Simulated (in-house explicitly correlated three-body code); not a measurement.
Results of a calculation; reference values are marked as such.
Two electrons around a charge Z: functional-driven and density-driven errors

The exact non-relativistic ground state comes from a variational code in 260 exponentially correlated functions, the Kohn-Sham parts from inverting its density (past Z = 6 the correlation energy is taken as exact minus Hartree-Fock, equal to within microhartrees), and self-consistent runs (Hartree-Fock is restricted) from a B-spline radial code. Z may be fractional; the second electron is bound down to Z = 0.911.

The total error of a self-consistent run is the error on the exact density (functional-driven) plus the energy gained by relaxing to the functional's own density (density-driven, never positive). «Unbound» marks a run whose level isn't bound or that didn't converge.

| Z | BP86 functional (mEh) | BP86 density (mEh) | BLYP functional (mEh) | BLYP density (mEh) | M06-L functional (mEh) | M06-L density (mEh) |
| --- | --- | --- | --- | --- | --- | --- |
| 1 | -10.51 | unbound | -2.07 | unbound | +2.50 | unbound |
| 1.245 | -8.76 | -0.47 | -2.79 | -0.94 | -1.22 | -2.27 |
| 1.54 | -5.98 | -0.59 | -2.89 | -1.14 | -4.83 | -2.29 |
| 1.88 | ? | ? | ? | ? | ? | ? |
| 2.46 | ? | ? | ? | ? | ? | ? |
| 2.92 | +3.81 | -0.72 | +1.59 | -1.47 | -19.70 | -2.28 |
| 3.7 | +6.70 | -0.76 | +5.46 | -1.50 | -27.47 | -2.28 |
| 4.4 | +8.24 | -0.79 | +9.20 | -1.50 | -34.18 | -2.30 |
| 5.5 | +9.36 | -0.84 | +15.29 | -1.49 | -44.34 | -2.32 |
| 6.9 | +9.41 | -0.89 | +23.19 | -1.47 | -56.79 | -2.33 |

(1) What belongs in the row Z = 1.88?

(2) What belongs in the row Z = 2.46?

(3) Which part of the error is larger?

## Answers

(1) BP86 functional (mEh): -2.93; BP86 density (mEh): -0.65; BLYP functional (mEh): -2.33; BLYP density (mEh): -1.29; M06-L functional (mEh): -8.69; M06-L density (mEh): -2.27.

(2) BP86 functional (mEh): +1.31; BP86 density (mEh): -0.70; BLYP functional (mEh): -0.41; BLYP density (mEh): -1.43; M06-L functional (mEh): -14.94; M06-L density (mEh): -2.30.

(3) BP86: functional-driven +9.41, density-driven -0.89 mEh at Z = 6.9; BLYP: functional-driven +23.19, density-driven -1.47 mEh at Z = 6.9; M06-L: functional-driven -56.79, density-driven -2.33 mEh at Z = 6.9. The density-driven part is second order in the error of the density, so it stays small unless the second electron is loosely bound.
